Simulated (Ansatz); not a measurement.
A nudged elastic band was laid between two geometries of AlAsBrH3S (7 atoms, charge 0, multiplicity 1).

All numbers below come from RKS r2SCAN/def2-SVP in Ansatz.

```
movable images  : 7
climbing image  : yes
spring          : 5.0 eV/Å²
optimiser       : quadratic models (default)
start path      : IDPP
force threshold : 0.05 eV/Å
iteration limit : 10
end points      : relaxed
```

Initial state:

```xyz
7
Properties=species:S:1:pos:R:3
S -1.380 1.691 -0.570
Al -0.286 -0.191 -0.365
As 2.045 -0.204 0.272
Br -1.355 -2.112 -0.918
H -2.501 1.098 -1.043
H 1.785 0.926 1.263
H 1.754 -1.277 1.315
```

Final state:

```xyz
7
Properties=species:S:1:pos:R:3
S -1.151 1.679 -0.964
Al -0.455 -0.191 -0.069
As 1.290 -0.191 1.602
Br -1.517 -2.111 -0.635
H -2.147 1.085 -1.662
H 2.011 0.932 0.862
H 2.031 -1.272 0.820
```

(1) What changes between the two ends?

(2) What energy profile does the band end with?

(3) What is the geometry of the highest image?

The band took 4 iterations and roughly 7 core-minutes.

Results:

(1) No bond is made or broken. The height of As3 over the plane of its neighbours goes from 0.97 to -0.97 Å. The two ends are copies of one structure, up to a mirror image or an exchange of like atoms.

(2) The forces met the threshold. The highest image is number 4 of 0 to 8, 0.83 eV above the ends, which have the same energy within 2 meV. Another band between the same ends (7 images) ends at a top of the same energy, where a vibrational analysis finds 1 clearly imaginary mode.

```
image  path coordinate (Å)  energy (eV)  height of As3 over the plane of its neighbours (Å)
    0                 0.00         0.00                                                0.97
    1                 0.34         0.03                                                0.90
    2                 0.67         0.17                                                0.72
    3                 1.01         0.56                                                0.39
    4                 1.35         0.83                                                0.00
    5                 1.69         0.56                                               -0.39
    6                 2.03         0.16                                               -0.72
    7                 2.37         0.02                                               -0.90
    8                 2.71         0.00                                               -0.97
```

(3) 
```xyz
7
Properties=species:S:1:pos:R:3
S -1.252 1.743 -1.043
Al -0.480 -0.182 -0.366
As 1.353 -0.208 1.006
Br -1.408 -2.150 -0.958
H -2.249 1.151 -1.739
H 2.074 0.994 1.500
H 2.023 -1.416 1.554
```

The run took 3.6 min on 2 threads of Arm Neoverse V1, on a shared host, peak memory 0.2 GiB.
